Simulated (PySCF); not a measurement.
Species: (F)2Al-O-SiH3.
Bonds: Al1–F2, Al1–F3, Al1–O4, O4–Si5. Hydrogens: H6, H7, H8 on Si5.

The calculation used PySCF, TDDFT CAM-B3LYP/def2-SVPD, vertical, gas phase, core orbitals frozen in the response. Isolated species at its PBE0-D3(BJ)/def2-SVP geometry, gas phase.

Problem. List the vertical singlet excitations with oscillator strengths and describe the spectrum.

Solution. 

```csv
state,E (eV),E (kJ/mol),λ (nm),f,symmetry,"main configurations (H = HOMO, L = LUMO)"
S1,6.83,659,181.4,0.0050,A″,H→L (86%)
S2,6.95,671,178.4,0.0058,A′,H-1→L (86%)
S3,8.31,802,149.2,0.0048,A″,"H→L+3 (55%), H-2→L (29%)"
S4,8.36,806,148.4,0.0024,A″,"H→L+1 (85%), H-2→L+1 (12%)"
S5,8.45,815,146.7,0.0058,A′,"H-1→L+3 (59%), H-3→L (21%), H-1→L+2 (10%)"
S6,8.75,844,141.7,0.101,A′,H-1→L+1 (84%)
S7,8.78,847,141.2,0.050,A″,"H→L+2 (73%), H-2→L (11%)"
S8,8.88,857,139.6,0.099,A′,H-1→L+2 (82%)
S9,8.93,861,138.9,0.076,A″,"H-4→L (33%), H→L+3 (23%), H-2→L (18%)"
S10,9.01,870,137.6,0.0015,–,"H-1→L+5 (38%), H→L+6 (33%), H→L+4 (17%)"
S11,9.08,876,136.5,0.0000,–,H-5→L (91%)
S12,9.23,890,134.3,0.0030,A′,"H-3→L (59%), H-1→L+3 (22%), H-1→L (9%)"
S13,9.26,894,133.9,0.015,A″,"H-4→L (44%), H-2→L (28%), H→L+3 (11%)"
S14,9.39,906,132.0,0.190,A′,H-6→L (80%)
S15,9.56,923,129.6,0.061,A′,H→L+5 (87%)
```

Triplets, Tamm–Dancoff:

```
state  E (eV)  λ (nm)  main configurations (H = HOMO, L = LUMO)
   T1    6.56   188.9                                 H→L (80%)
   T2    6.66   186.2                               H-1→L (80%)
   T3    7.88   157.2                  H→L+3 (55%), H-2→L (28%)
   T4    7.98   155.3                H-1→L+3 (56%), H-3→L (26%)
```

The lowest singlet lies at 6.83 eV (181 nm, vacuum ultraviolet) and is very weak; its leading configuration is HOMO→LUMO (86%). The strongest level in the table is S14 at 9.39 eV (132 nm, f = 0.190). Löwdin shares by element: HOMO hydrogen 36% or more, oxygen 32%, silicon 28%; LUMO aluminium 65%, fluorine 14%, oxygen 12%. Of the 15 states listed, 7 reach f = 0.01 and 1 stays under 0.0005. Weighted by f, the mean energy of these states is 9.05 eV. The oscillator strengths of these states sum to 0.622; summed over the whole spectrum of an exact calculation they would give the number of electrons, 56 (Thomas–Reiche–Kuhn). All these states lie below the vertical ionisation energy of 11.69 eV (ΔSCF). Symmetry labels in Cs follow from the direction of the transition dipole and are given only for states with f of 0.002 or more. Only the lowest 15 singlets were computed, as vertical energies without vibronic structure.
